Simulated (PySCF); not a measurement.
CH13NSi4, SMILES [SiH3]NC[SiH2][SiH2][SiH3].

Coordinates come from a PBE0-D3(BJ)/def2-SVP optimisation. This is a generated structure with no PubChem entry under its InChIKey; it may be hypothetical. Other conformers were not sampled.

Calculation: B3LYP/def2-TZVP in PySCF.

Computed frontier levels, gap, dipole moment:
The highest occupied level is -6.33 eV and the lowest empty level is -0.48 eV. The orbital gap is 5.85 eV. The dipole moment comes out as 0.58 D and the quadrupole, principal values (traceless, Buckingham form, about the centre of nuclear charge) is -4.50, -1.17, 5.67 D·Å.
